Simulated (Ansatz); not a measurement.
[MoOS3]2- (MoS3O²⁻). Total charge -2; triplet. Geometry PBE-D4/def2-SVPD, that of the charge -2 singlet; atoms count from 1.

```xyz
5

Mo   -0.018    0.063    0.037
O    -0.435    1.512    0.894
S    -0.584    0.332   -2.119
S    -1.157   -1.645    0.948
S     2.195   -0.263    0.240
```

In the def2 sets Mo takes a core potential; there is no spin–orbit coupling. A multiply charged anion in the gas phase is held together partly by the finite basis. The highest occupied level of the charge -2 triplet lies above zero (up to 4.01 eV). It is a level of α spin, whose loss leaves a doublet; that state wasn't run at this geometry and level. The electron is either unbound and held by the finite basis, or the level is raised by self-interaction error. At PBE0-D4/def2-TZVPD a singlet of charge -2 lies 2.08 eV below the triplet at the same geometry.

Estimate the Mulliken populations from the PBE0/def2-TZVPD orbitals of Ansatz.


```json
{"atom": "Mo1", "charge (e)": "1.08", "spin (α − β)": "0.46", "d electrons": "4.04"}
{"atom": "O2", "charge (e)": "-0.81", "spin (α − β)": "0.00", "d electrons": "–"}
{"atom": "S3", "charge (e)": "-0.77", "spin (α − β)": "0.45", "d electrons": "–"}
{"atom": "S4", "charge (e)": "-0.73", "spin (α − β)": "0.63", "d electrons": "–"}
{"atom": "S5", "charge (e)": "-0.77", "spin (α − β)": "0.46", "d electrons": "–"}
```
Mulliken values and Mayer orders depend strongly on the basis. With diffuse functions, as here, like atoms can get unlike values, and bond orders can come out too low or too high.

Where does the spin sit?

Summed by element: Mo 0.46, O 0.00, S 1.54, of 2 unpaired in all. Largest on single atoms: S4 0.63, Mo1 0.46, S5 0.46.

And the Mayer bond orders between bonded heavy atoms (over 0.3)?

Mo1–O2 1.56 (1.73 Å); Mo1–S3 1.43 (2.25 Å); Mo1–S4 1.25 (2.25 Å); Mo1–S5 1.43 (2.25 Å).
